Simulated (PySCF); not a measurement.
# Computed properties of In(H)(F)(vinyl) (C2H4FIn), SMILES C=[CH][InH][F]

In(H)(F)(vinyl) (C2H4FIn), SMILES [F][InH][CH]=C. Coordinates come from a B3LYP-D3(BJ)/def2-SVP optimisation. The def2 effective core potentials stand for the cores of In; spin–orbit coupling is left out. One conformer was computed; it need not be the lowest. All values are computed for the isolated molecule unless a solvent is named; none is compared with measurement here.

**Structure.** The optimised structure has Cs symmetry. All 18 harmonic modes at B3LYP-D3(BJ)/def2-SVP (PySCF) are real, so it is a minimum. With heavy atoms numbered as in [InH:1]([F:3])[CH:4]=[CH2:5], the shortest bond between them is C4–C5 at 1.340 Å and the longest In1–C4 at 2.142 Å.

**Vibrations.** The strongest infrared lines (harmonic, unscaled, degenerate partners summed) lie at 1803 cm⁻¹ (172 km/mol, H 98 %), 453 cm⁻¹ (122 km/mol, H 70 %, C 19 %, In 9 %), 477 cm⁻¹ (74 km/mol, H 70 %, C 26 %). The softest mode is at 68 cm⁻¹ and the zero-point energy is 30.6 kcal/mol.

**Electronic structure.** B3LYP/def2-TZVP (PySCF) places the frontier levels at -7.98 and -2.07 eV, a gap of 5.91 eV, and gives a dipole moment of 3.58 D and a mean polarisability of 59.2 bohr³.

**Excitations.** TDDFT-M06-2X/def2-SVPD (PySCF) has S1 at 4.98 eV (249 nm, f = 0.000, dark); the most intense of the 10 singlets computed lies at 6.98 eV (f = 0.40). T1 (TDA) is at 4.41 eV. No vertical singlet excitation falls in the visible range (under 3.1 eV).
